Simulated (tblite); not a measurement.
Compound: C5H5F5.
Atom-mapped SMILES: `[F:1][C:2]([F:3])([F:4])[C:5]([F:6])([F:7])[CH:8]1[CH2:9][CH2:10]1` (hydrogens: H11 on C8; H12, H13 on C9; H14, H15 on C10)

Computed with GFN2-xTB (tblite), gas phase: nudged elastic band of 9 images (0 to 8), spring 0.2 eV/Å², climbing image at the end, force threshold 0.05 eV/Å. No saddle search or frequency run followed, so the top image need not be a first-order saddle, and its height can exceed the method's true barrier by a kcal/mol or more.

The band describes a rotation about C2–C5 (CF3 carbon, CF2 carbon), followed by the dihedral F3–C2–C5–F6, from the optimised start (63°) to a second optimised geometry at -179°.

Q: Give the energy profile along the converged band.

A: 
| image | dihedral (°) | E (kJ/mol) | C2–C5 (Å) | F3···F6 (Å) | largest true force (eV/Å) |
| --- | --- | --- | --- | --- | --- |
| 0 | 63 | 0.00 | 1.552 | 2.77 | 0.01 |
| 1 | 77 | 1.18 | 1.553 | 2.92 | 0.04 |
| 2 | 92 | 3.71 | 1.558 | 3.06 | 0.05 |
| 3 | 106 | 6.22 | 1.563 | 3.19 | 0.04 |
| 4 | 120 | 7.48 | 1.567 | 3.31 | 0.05 |
| 5 | 135 | 6.84 | 1.566 | 3.40 | 0.05 |
| 6 | 149 | 4.55 | 1.561 | 3.47 | 0.05 |
| 7 | 164 | 1.77 | 1.555 | 3.50 | 0.05 |
| 8 | -179 | 0.01 | 1.552 | 3.52 | 0.01 |

Barriers of this band. The top is image 4 at 120°: 7.5 kJ/mol in either direction, as the ends lie within 0.002 eV of each other. The central bond is 0.015 Å longer at the top than at the start.

Q: What rate follows at 250 K for crossing this barrier forward?

A: Taking the electronic barrier for the free energy of activation (no zero-point or entropy terms, transmission 1), rate = (kT/h)·exp(−ΔE/kT) ≈ 1 × 10^11 s⁻¹, whose inverse is 7 × 10^-12 s. An error of 1 kcal/mol in the barrier changes this by a factor of 7, and the method and the loose band can each miss by that much or more. The barrier is only 3.6 kT, where transition-state theory is rough.

Q: How long is the path, and how are the images spaced?

A: Cartesian distances between aligned neighbours (all atoms, Å): 0.49, 0.51, 0.51, 0.51, 0.51, 0.51, 0.52, 0.61; the sum is 4.15 Å, and the top lies 49 % of the way along.

The cost below is that of the whole band run. Hardware: one thread, AMD EPYC 9R45 (x86_64), shared host with 96 logical CPUs at a one-minute load of 33. Cost: 1.6 s wall, 0.19 GiB resident at most.
